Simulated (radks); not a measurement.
Species: Sc3+. Configuration: [Ar] (the NIST ground configuration). Method: non-relativistic Kohn-Sham, BP86, spin-polarised, spherical densities, point nucleus; computed with a radial shooting solver on a logarithmic mesh with Libxc functionals.

Radial electron density D(r) = 4 pi r^2 rho(r):

```
   r/bohr * D(r) (the largest magnitude, 26.2, reaches the edge; | marks zero)
 0.003389 | *
 0.003821 | *
 0.004274 | *
 0.004819 |  *
  0.00539 |   *
 0.006078 |    *
 0.006853 |     *
 0.007665 |      *
 0.008642 |       *
 0.009744 |         *
   0.0109 |           *
  0.01229 |              *
  0.01385 |                 *
   0.0155 |                   *
  0.01747 |                       *
  0.01954 |                          *
  0.02204 |                               *
  0.02484 |                                   *
  0.02779 |                                      *
  0.03133 |                                          *
  0.03533 |                                              *
  0.03951 |                                                *
  0.04455 |                                                  *
  0.05023 |                                                   *
  0.05618 |                                                   *
  0.06335 |                                                 *
  0.07085 |                                               *
  0.07989 |                                            *
  0.09007 |                                         *
   0.1007 |                                       *
   0.1136 |                                     *
   0.1281 |                                      *
   0.1433 |                                        *
   0.1615 |                                            *
   0.1807 |                                                *
   0.2037 |                                                    *
   0.2297 |                                                      *
   0.2569 |                                                      *
   0.2896 |                                                  *
   0.3266 |                                            *
   0.3653 |                                    *
   0.4118 |                            *
   0.4643 |                    *
   0.5194 |                *
   0.5856 |             *
    0.655 |             *
   0.7385 |               *
   0.8327 |                 *
   0.9314 |                 *
     1.05 |                *
    1.184 |              *
    1.324 |           *
    1.493 |       *
    1.684 |    *
    1.883 |  *
    2.123 |*
    2.375 |*
    2.677 *
    3.019 *
    3.377 *
    3.807 *
```

D(r) has 3 maxima, at r = 0.0510, 0.239, 0.924 bohr, and minima at 0.116, 0.614 bohr, inside which lie 2.15, 10.37 electrons.
